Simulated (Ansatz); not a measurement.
Ansatz (a quantum-chemistry and plane-wave program) input (B3LYP/def2-TZVPD):

Ansatz 0.2 input:
```yaml
crystal:
  periodic: [false, false, false]
  atoms:
    - {symbol: Se, position_ang: [-0.25163197, 0.14091670, -0.01398978]}
    - {symbol: F, position_ang: [-1.02435642, -1.47659625, 0.26426402]}
    - {symbol: F, position_ang: [0.72848531, 1.57343437, -0.54137923]}
    - {symbol: F, position_ang: [1.24648076, -0.62919008, 0.32996550]}
basis:
  gaussian:
    orbitals: def2-TZVPD
hamiltonian:
  xc: {name: B3LYP}
total_charge: -1
```

End of the output:

```
integrals: 0.10 GiB planned
1035 factors; their error is unknown
mean field: 0.85 GiB planned
mean field evaluation 1: about -73504.7212 eV, gradient 2.9e1 eV
mean field evaluation 2: about -73504.0987 eV, gradient 3.8e1 eV
mean field evaluation 4: about -73506.1119 eV, gradient 1.4e0 eV
mean field evaluation 8: about -73506.3565 eV, gradient 2.8e-1 eV
mean field evaluation 16: about -73506.3565 eV, gradient 2.4e-5 eV
mean field -73506.35653815 eV, -2701.3087783792 hartree, gradient 2.4e-5 eV, S^2 0.000000; 0 other end points of the search recorded, 0 dependent functions left out
reference -73506.35678886 eV, -2701.3087875923 hartree; 31, 31 occupied and 146, 146 virtual orbitals, 1035 factors
Total energy: -73506.35678886 eV, -2701.3087875923 hartree
```

This state (charge -1, singlet) is run at the relaxed geometry of the species with charge 0 and multiplicity 2.
